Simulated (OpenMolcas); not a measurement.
Computed levels of 2s² 2p² in ions with 6 electrons, in cm-1 above ³P₀.

```json
{
 "Program": "OpenMolcas",
 "Method": "RASSCF",
 "Basis": "ANO-RCC-VTZP",
 "Scalar Hamiltonian": "DKH2, point nucleus",
 "Spin-orbit coupling": "RASSI with atomic mean-field integrals over the reference wave functions, term energies averaged over their components"
}
```

Active space for each ion: 4 electrons in 9 orbitals (RAS2 2s 2p; RAS3 3d, at most 2 electrons).

```
Level     N+    F3+   Ne4+
  ³P₁   43.5    223    398
  ³P₂    130    652   1150
  ¹D₂  17533  27264  32214
  ¹S₀  36554  57063  67093
```

Estimate ³P₂, ¹D₂, ¹S₀ for O2+ from its neighbours N+ and F3+.

³P₂ is fine structure, which grows about as the fourth power of a screened charge, so the fourth roots are averaged: ((130^0.25 + 652^0.25) / 2)^4 = 316. The calculation gives 311, so the estimate is off by +1.6 %.
¹D₂ is another term, which grows about linearly with the charge: (17533 + 27264) / 2 = 22398. The calculation gives 22214, so the estimate is off by +0.8 %; the measured value is 20273 (Moore, Selected Tables of Atomic Spectra, NSRDS-NBS 3, section 11).
¹S₀ is another term, which grows about linearly with the charge: (36554 + 57063) / 2 = 46808. The calculation gives 46446, so the estimate is off by +0.8 %; the measured value is 43186 (Moore, Selected Tables of Atomic Spectra, NSRDS-NBS 3, section 11).

Active for correlation alone: 3d; no level in the range computed is led by a configuration that fills it, so any true level of that kind is missing. Without dynamic correlation excited terms often stand tens of per cent too high (terms of higher spin than the ground term too low), and those without a measured partner can miss by more than the paired ones (holds for N+). Computed and measured levels are paired by configuration, term and J; levels that our copy of the source lacks, or whose pairing is in doubt (as where it misses far off the trend of its configuration), stay unpaired and out of the deviations. Levels of configurations outside the active space are missing.
